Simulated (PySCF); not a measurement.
Species: C4H5B2F.
Cartesian coordinates in Å at the PBE0-D3(BJ)/def2-SVP level; atoms count from 1:
```
atom  x, y, z in Å
F1    -0.208    2.886    0.251
B2    -0.030    1.580    0.080
C3    -1.281    0.642   -0.020
C4    -1.092   -0.688   -0.173
B5     0.360   -1.276   -0.242
C6     1.601   -0.319   -0.174
C7     1.426    1.012   -0.017
H8    -2.295    1.061    0.038
H9    -1.964   -1.351   -0.240
H10    0.523   -2.472   -0.342
H11    2.619   -0.724   -0.243
H12    2.290    1.688    0.042
```

The computed photoelectron lines, unassigned: B 1s: 195.65 (area 1), 197.30 (area 1) eV; C 1s: 290.35 (area 2), 290.37 (area 2) eV; F 1s: 692.85 eV.

Computed, not measured: delta-SCF UKS SCAN, pcX-2 on the ionised atom, pcseg-1 elsewhere, spin-free X2C (PySCF). Isolated species at its PBE0-D3(BJ)/def2-SVP geometry, gas phase.

**Question.** Order the boron atoms by B 1s binding energy.

**Answer.** 195.65 eV: B5 (ring boron); 197.30 eV: B2 (ring boron). Lowest listed B 1s: B5, bonded to 2 C and H. Highest, 1.65 eV above it: B2, bonded to F and 2 C. Summing the Pauling electronegativity differences to the bonded atoms, each weighted by its formal bond order, gives +1.18 for the lowest site and +2.96 for the highest.

Bonded neighbours of each site: F1: B; B2: F and 2 C; C3/C7: C (double bond), H and B; C4/C6: C (double bond), H and B; B5: 2 C and H.

**Question.** What is the longest wavelength that can ionise F 1s of F1 vertically?

**Answer.** λ = hc/E = 12398.42 eV Å / 692.85 eV = 17.895 Å.

Atoms equivalent by their bonding share one computed value, that of the first of them.
